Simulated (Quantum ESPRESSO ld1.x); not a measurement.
Numerical settings for neutral tin, [Kr] 4d10 5s2 5p2. All-electron calculation, scalar-relativistic Kohn-Sham, LDA (Slater exchange, VWN5 correlation), spin-polarised, spherical densities, point nucleus; open shells are filled with parallel spins first. Program: ld1.x of Quantum ESPRESSO 7.5. With the defaults (dx = 0.008, xmin = -8.0, rmax = 100, beta = 0.2, tr2 = 1e-14) the mesh has 2065 points, the cycle takes 38 iterations, E = -6171.906612 hartree and the 5p up eigenvalue is -0.15596 hartree. The mesh is r = exp(xmin + i dx)/Z up to rmax; beta is the mixing and tr2 the threshold. One setting is changed at a time.

\begin{tabular}{lrrrr}
change & mesh points & iterations & change of E (mhartree) & change of e(5p) (mhartree) \\ \hline
dx = 0.02 & 827 & 28 & -0.125 & 0.000 \\
dx = 0.04 & 413 & 35 & -1.625 & +0.001 \\
xmin = -9 & 2191 & 32 & -0.022 & 0.000 \\
xmin = -6 & 1815 & 35 & +5.963 & 0.000 \\
rmax = 30 & 1915 & 36 & -0.002 & 0.000 \\
rmax = 8 & 1749 & 32 & +1.199 & +2.824 \\
beta = 1 & 2065 & 12 & -0.002 & 0.000 \\
beta = 0.8 & 2065 & 13 & -0.001 & 0.000 \\
tr2 = 1e-10 & 2065 & 20 & -0.063 & -0.003 \\
tr2 = 1e-06 & 2065 & 13 & +1.502 & -0.004 \\
\end{tabular}
